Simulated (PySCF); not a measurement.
**How methods differ on the ionisation energy of Sc⁺**

Sc⁺ [Ar] 3d1 4s1 (3D) → Sc²⁺ [Ar] 3d1 (2D), as a difference of total energies. Calculation: PySCF 2.14, in pcseg-2 (6s4p3d2f1g, 56 functions); the non-relativistic Hamiltonian (point nucleus). Correlated levels: valence: [Ar] frozen. The calculations carry no spin-orbit coupling.

**Question.** Order these methods by the ionisation energy they give, lowest first.
A. M06-2X
B. SCS-MP2 (valence)
C. UHF
D. BP86

**Answer.** C (12.164 eV), B (12.190 eV), A (12.726 eV), D (13.075 eV).

These non-relativistic numbers lack the scalar-relativistic shift.

The reference lies between the lowest fine-structure levels, while these numbers refer to the centres of the terms.

Errors of the correlated levels include the incompleteness of this basis and the frozen core.

For comparison: 12.800 eV (measured; NIST Atomic Spectra Database, ionization energies).
